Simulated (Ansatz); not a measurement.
Stepwise reaction of `[SiH3]OB(O[SiH3])O[SiH3]` with hydrogen sulfide, as a gas-phase model of exchange steps in deposition or etching. ΔE in kJ/mol.

Computed with Ansatz on PBE0-D4/def2-TZVP structures; ΔE is electronic, products minus reactants. CCSD(T)/CBS is the MP2 limit (def2-TZVPP, def2-QZVPP) plus CCSD(T) − MP2 in def2-TZVPP, frozen cores. This one scheme is used for every species. Functionals use def2-TZVPP. B3LYP here is the variant with VWN-RPA as its local correlation; programs differ in this. One conformer a species, not always the lowest.

| step | reaction | PBE-D4 | B3LYP-D4 | ωB97M-V | CCSD(T)/CBS |
| --- | --- | --- | --- | --- | --- |
| 2 | `[SiH3]OB(S)O[SiH3]` + H₂S → `[SiH3]OB(S)S` + `O[SiH3]` | 47.4 | 63.1 | 60.8 | 57.3 |
| 3 | `[SiH3]OB(S)S` + H₂S → `SB(S)S` + `O[SiH3]` | 45.2 | 60.1 | 57.6 | 54.2 |

Question: Give the row of step 1, `[SiH3]OB(O[SiH3])O[SiH3]` + H₂S → `[SiH3]OB(S)O[SiH3]` + `O[SiH3]`. (Estimate.)

Answer: The calculation gave: 
```
step                                                             reaction  PBE-D4  B3LYP-D4  ωB97M-V  CCSD(T)/CBS
   1  `[SiH3]OB(O[SiH3])O[SiH3]` + H₂S → `[SiH3]OB(S)O[SiH3]` + `O[SiH3]`    67.3      81.1     81.4         80.4
```

Question: By hand: ΔE of the 3 steps together at CCSD(T)/CBS.

Answer: (80.4) + (57.3) + (54.2) = 191.9 kJ/mol, or 64.0 kJ/mol a step.

In ΔE each step is lower than the one before. All are uphill at CCSD(T)/CBS. PBE-D4 differs from CCSD(T)/CBS by -13.1 to -9.0 kJ/mol a step. Isolated molecules leave out the surface, adducts and barriers. Largest T1 diagnostic: 0.013.
